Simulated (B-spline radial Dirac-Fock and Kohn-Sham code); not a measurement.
# X-ray form factors of mercury in several charge states

Level of theory: configuration-average Dirac-Fock orbitals; a B-spline atomic structure program.

Configurations: Hg⁶⁺ [Xe] 4f14 5d6; Hg⁹⁺ [Xe] 4f14 5d3; Hg¹⁰⁺ [Xe] 4f14 5d2; Hg¹¹⁺ [Xe] 4f14 5d1. The first column is f₀ of Hg⁶⁺, the others are differences from it.

| s (Å⁻¹) | Hg⁶⁺ | Δ Hg⁹⁺ | Δ Hg¹⁰⁺ | Δ Hg¹¹⁺ |
| --- | --- | --- | --- | --- |
| 0 | 74.000 | -3.000 | -4.000 | -5.000 |
| 0.05 | 73.490 | -2.879 | -3.845 | -4.814 |
| 0.1 | 72.016 | -2.541 | -3.411 | -4.289 |
| 0.15 | 69.730 | -2.050 | -2.776 | -3.520 |
| 0.2 | 66.847 | -1.492 | -2.049 | -2.631 |
| 0.25 | 63.603 | -0.950 | -1.335 | -1.748 |
| 0.3 | 60.212 | -0.487 | -0.714 | -0.971 |
| 0.35 | 56.845 | -0.137 | -0.235 | -0.359 |
| 0.4 | 53.619 | +0.095 | +0.091 | +0.067 |
| 0.45 | 50.601 | +0.220 | +0.276 | +0.320 |
| 0.5 | 47.814 | +0.264 | +0.350 | +0.431 |
| 0.6 | 42.912 | +0.208 | +0.292 | +0.382 |
| 0.7 | 38.754 | +0.092 | +0.139 | +0.194 |
| 0.8 | 35.142 | 0.000 | +0.009 | +0.025 |
| 0.9 | 31.941 | -0.047 | -0.061 | -0.073 |
| 1 | 29.079 | -0.059 | -0.082 | -0.106 |
| 1.1 | 26.532 | -0.050 | -0.072 | -0.096 |
| 1.2 | 24.291 | -0.034 | -0.050 | -0.069 |
| 1.4 | 20.690 | -0.005 | -0.009 | -0.015 |
| 1.6 | 18.116 | +0.006 | +0.008 | +0.010 |

Values without a named source are computed, but for edge energies of neutral atoms, which are taken from tables.
